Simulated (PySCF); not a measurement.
Isomers of C7H9NO2, from PBE0-D3(BJ)/def2-SVP geometry optimisation, gas phase (PySCF 2.14.0). One conformer each, no zero-point energy, no frequencies.

Task: Which isomer lies lowest at this level?
A. `[O:1]=[CH:2]/[CH:3]=[C:4]1/[CH2:5][C@@H:6]1[CH2:7][NH:8][CH:9]=[O:10]` with O1–C2–C3–C4 -12°, C5–C6–C7–N8 -154°, C6–C7–N8–C9 -123°, C7–N8–C9–O10 -5°: A = 2061, B = 872.0, C = 633.4 MHz, dipole 5.53 D
B. `[CH3:1]/[CH:2]=[C:3](/[CH3:4])[C@@H:5]([C:6]#[N:7])[O:8][CH:9]=[O:10]` with C2–C3–C5–C6 -65°, C3–C5–O8–C9 76°, C5–O8–C9–O10 1°: A = 1481, B = 1136, C = 975.9 MHz, dipole 2.61 D
C. `[NH2:1][C:2](=[O:3])[C@@H:4]1[CH2:5][CH:6]=[CH:7][C:8](=[O:9])[CH2:10]1` with H–N1–C2–O3 3° and 179°, N1–C2–C4–C5 -156°, C2–C4–C5–C6 -168°, C4–C5–C6–C7 19°, C6–C7–C8–O9 -178°, C7–C8–C10–C4 -34°: A = 2468, B = 921.9, C = 729.5 MHz, dipole 2.98 D

Result: C. That is `NC(=O)[C@@H]1CC=CC(=O)C1`, 40.5 kcal/mol below the next.

```json
{"SMILES": "NC(=O)[C@@H]1CC=CC(=O)C1", "mapped SMILES": "[NH2:1][C:2](=[O:3])[C@@H:4]1[CH2:5][CH:6]=[CH:7][C:8](=[O:9])[CH2:10]1", "E (Eh)": "-476.50348", "relative (kcal/mol)": "0.0", "relative (kJ/mol)": "0.0", "dipole (D)": "2.98"}
{"SMILES": "C/C=C(/C)[C@@H](C#N)OC=O", "mapped SMILES": "[CH3:1]/[CH:2]=[C:3](/[CH3:4])[C@@H:5]([C:6]#[N:7])[O:8][CH:9]=[O:10]", "E (Eh)": "-476.43900", "relative (kcal/mol)": "40.5", "relative (kJ/mol)": "169.3", "dipole (D)": "2.61"}
{"SMILES": "O=C/C=C1/C[C@@H]1CNC=O", "mapped SMILES": "[O:1]=[CH:2]/[CH:3]=[C:4]1/[CH2:5][C@@H:6]1[CH2:7][NH:8][CH:9]=[O:10]", "E (Eh)": "-476.43148", "relative (kcal/mol)": "45.2", "relative (kJ/mol)": "189.0", "dipole (D)": "5.53"}
```

As drawn, the highest has a three-membered ring, which the lowest lacks.
